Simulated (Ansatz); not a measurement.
Consider the formal exchange of groups at the Si–C bond: `BC(B)[SiH3]` + `CNCSC` → `CNCS[SiH3]` + `BC(B)C`.

Isolated molecules relaxed with PBE0-D4/def2-TZVP in Ansatz; ΔE leaves out vibrations. CBS: MP2 limit from def2 TZ/QZ plus the TZ coupled-cluster correction, frozen cores. Functionals use def2-TZVPP. Each species was taken in one conformer, which may not be the lowest.

```csv
species,PBE0-D4 energy (Eh)
`BC(B)[SiH3]`,-381.86549
`CNCSC`,-572.40469
`CNCS[SiH3]`,-823.72976
`BC(B)C`,-130.54969
```

**Question.** Work out ΔE.

**Answer.** ΔE = (-823.72976) + (-130.54969) − (-381.86549) − (-572.40469) = -0.00927 Eh = -5.8 kcal/mol. CCSD(T)/CBS gives -5.7 kcal/mol.

Largest T1 diagnostic among the species: 0.012.

In def2-TZVPP, CCSD(T) changes the Hartree–Fock value by +3.8 kcal/mol (the triples alone add +0.6 kcal/mol) and MP2 by +4.0 kcal/mol.
